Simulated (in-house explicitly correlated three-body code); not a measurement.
Computed with an exponentially correlated three-body code. Model: two electrons around a point charge, non-relativistic, variational in 260 exponentially correlated functions (energies converged to about 1e-7 hartree, or 1e-8 relative for large Z).

For two electrons in a singlet the Kohn-Sham orbital is the square root of half the density, so the exact Kohn-Sham potential and energy parts follow from the density alone, and exchange is minus half the Hartree energy. The Kohn-Sham level equals minus the binding energy of the second electron.

Command:
```bash
python run_hyl.py task.json out
```
Settings (lengths in bohr, energies in hartree):
```
Z                      3.5
interaction_strength   1
functions              260
states_tried           13
```

Cost of the run: 39 s on 1 thread of AMD EPYC 7R13 Processor (Zen 3), on a shared host.

**Those bound S and P states to n = 4 that converged, binding against the one-electron ion.**

Given: nuclear charge 3.5.

Computed: one-electron threshold -6.125 hartree.

| term | energy (hartree) | binding (eV) | quantum defect |
| --- | --- | --- | --- |
| 1 1S | -10.2177827 | 111.37 | 0.12619 |
| 2 3S | ? | ? | ? |
| 2 1S | -6.95668787 | 22.631 | 0.061594 |
| 2 3P | -6.9449238 | 22.311 | 0.047737 |
| 2 1P | -6.89597138 | 20.979 | -0.013288 |
| 3 3S | -6.51061151 | 10.493 | 0.15325 |
| 3 1S | ? | ? | ? |
| 3 3P | -6.48360344 | 9.7581 | 0.04799 |
| 3 1P | -6.46922476 | 9.3668 | -0.013033 |
| 4 3S | -6.33597173 | 5.7408 | 0.15131 |
| 4 1S | -6.32632349 | 5.4783 | 0.060167 |
| 4 3P | -6.3250854 | 5.4446 | 0.047997 |
| 4 1P | -6.31906611 | 5.2808 | -0.012824 |

Problem. What belongs in the row 2 3S?

Solution. energy (hartree): -7.04764132; binding (eV): 25.106; quantum defect: 0.15962.

Problem. What belongs in the row 3 1S?

Solution. energy (hartree): -6.48664403; binding (eV): 9.8408; quantum defect: 0.060426.

**Converged states only, values per electron or pair.**

```
term  mean r (bohr)  mean r squared (bohr²)  mean inverse r (1/bohr)  mean r12 (bohr)  mean inverse r12 (1/bohr)  mean cosine  mean p1 dot p2 (bohr⁻²)  delta r1 (bohr⁻³)  delta r12 (bohr⁻³)
1 1S        0.48078                 0.31332                   3.1878          0.72052                     1.8792    -0.037548                  0.35463             11.243             0.94327
2 3S          1.242                  2.5832                   2.0932           2.1206                    0.55732    -0.011285                 0.022815             7.3018                   -
2 1S              ?                       ?                        ?                ?                          ?            ?                        ?                  ?                   ?
2 3P         1.1565                  2.2646                   2.0737            1.968                    0.62575    -0.059032                 -0.48592             6.7271                   -
2 1P          1.231                  2.5993                   2.0587           2.0748                    0.61888     0.017107                  0.41603             6.8401             0.02182
3 3S         2.6526                  13.623                   1.8975           4.9031                    0.26094   -0.0034437                0.0063749             6.9544                   -
3 1S         2.8082                  15.409                   1.8918           5.2104                    0.26916   -0.0043726                 0.008245             6.9403            0.036483
3 3P         2.6284                  13.567                   1.8921           4.8592                    0.27735      -0.0155                 -0.12206             6.7985                   -
3 1P              ?                       ?                        ?                ?                          ?            ?                        ?                  ?                   ?
4 3S         4.6632                   44.65                   1.8317           8.9121                    0.14969   -0.0014438                0.0026046             6.8768                   -
4 1S         4.8719                  48.939                   1.8294           9.3279                    0.15284   -0.0018673                0.0034608             6.8719            0.015227
4 3P         4.6998                  45.786                   1.8295            8.987                      0.156   -0.0062511                -0.048449             6.8135                   -
4 1P         4.8445                  48.754                   1.8277           9.2723                    0.15589     0.001891                 0.049413              6.825           0.0032326
```

Problem. What belongs in the row 2 1S?

Solution. mean r (bohr): 1.346; mean r squared (bohr²): 3.1072; mean inverse r (1/bohr): 2.072; mean r12 (bohr): 2.3125; mean inverse r12 (1/bohr): 0.59055; mean cosine: -0.013909; mean p1 dot p2 (bohr⁻²): 0.027849; delta r1 (bohr⁻³): 7.2313; delta r12 (bohr⁻³): 0.12442.

Problem. What belongs in the row 3 1P?

Solution. mean r (bohr): 2.7373; mean r squared (bohr²): 14.787; mean inverse r (1/bohr): 1.8879; mean r12 (bohr): 5.0664; mean inverse r12 (1/bohr): 0.27669; mean cosine: 0.0046481; mean p1 dot p2 (bohr⁻²): 0.1189; delta r1 (bohr⁻³): 6.8274; delta r12 (bohr⁻³): 0.0073575.

**Exact Kohn-Sham parts of the ground state from its density.**

Computed: total energy -10.2177827 hartree; Kohn-Sham kinetic 10.177 hartree; exchange energy -1.9639 hartree; DFT correlation energy -0.043945 hartree; kinetic part of the DFT correlation energy 0.040769 hartree; potential part of the DFT correlation energy -0.084714 hartree; exact minus restricted Hartree-Fock -0.043935 hartree; restricted Hartree-Fock level -111.7 eV; dipole polarisability 0.095055 bohr³; C6 of two such species 0.02736 hartree·bohr⁶.

Problem. What is the Kohn-Sham level?

Solution. -111.37 eV.

Problem. What is the Hartree energy?

Solution. 3.9278 hartree.

**Density and exact potentials over r, pair density (one pair, times 4 pi r12^2) and exact minus Kohn-Sham pair density over r12.**

| radius (bohr) | radial density (electrons/bohr) | exchange potential (hartree) | intracule density (1/bohr) | Coulomb hole against Kohn-Sham (1/bohr) | correlation potential (hartree) |
| --- | --- | --- | --- | --- | --- |
| 0.0603 | 0.67554 | -3.1181 | 0.044398 | -0.01284 | -0.04 |
| 0.0701 | 0.85331 | -3.0966 | 0.059965 | -0.0167 | -0.037 |
| 0.0816 | 1.0683 | -3.0689 | 0.081047 | -0.0216 | -0.032 |
| 0.0949 | 1.319 | -3.0337 | 0.10905 | -0.02758 | -0.027 |
| 0.11 | 1.5984 | -2.9906 | 0.14521 | -0.03461 | -0.022 |
| 0.128 | 1.9148 | -2.9355 | 0.19382 | -0.04298 | -0.015 |
| 0.149 | 2.2508 | -2.8676 | 0.25701 | -0.0523 | -0.008 |
| 0.174 | 2.594 | -2.7831 | 0.3394 | -0.06217 | 0 |
| 0.202 | 2.899 | -2.6861 | 0.43796 | -0.07101 | 0.007 |
| 0.235 | 3.1516 | -2.5708 | 0.558 | -0.07778 | 0.014 |
| 0.274 | 3.3143 | -2.4362 | 0.69833 | -0.08036 | 0.019 |
| 0.318 | 3.3504 | -2.2894 | 0.84576 | -0.07664 | 0.023 |
| 0.37 | 3.2419 | -2.1258 | 0.99445 | -0.06492 | 0.024 |
| 0.431 | ? | ? | ? | ? | ? |
| 0.501 | 2.5863 | -1.7685 | 1.2053 | -0.01869 | 0.02 |
| 0.583 | 2.0978 | -1.5845 | 1.218 | 0.009014 | 0.016 |
| 0.678 | 1.5769 | -1.4049 | 1.1445 | 0.03165 | 0.012 |
| 0.788 | 1.0864 | -1.2345 | 0.98691 | 0.04362 | 0.008 |
| 0.917 | ? | ? | ? | ? | ? |
| 1.07 | 0.36517 | -0.92863 | 0.52229 | 0.03199 | 0.003 |
| 1.24 | 0.17779 | -0.80434 | 0.31465 | 0.01839 | 0.002 |
| 1.44 | 0.073205 | -0.69381 | 0.1597 | 0.007315 | 0.001 |

Problem. What belongs in the row 0.431?

Solution. radial density (electrons/bohr): 2.9791; exchange potential (hartree): -1.9494; intracule density (1/bohr): 1.1233; Coulomb hole against Kohn-Sham (1/bohr): -0.04475; correlation potential (hartree): 0.023.

Problem. What belongs in the row 0.917?

Solution. radial density (electrons/bohr): 0.67294; exchange potential (hartree): -1.0752; intracule density (1/bohr): 0.76647; Coulomb hole against Kohn-Sham (1/bohr): 0.04286; correlation potential (hartree): 0.005.

The correlation energy of density-functional theory lies 0.011 millihartree below exact minus Hartree-Fock, because the Hartree-Fock density, unlike the exact one, minimises the Hartree-Fock energy.
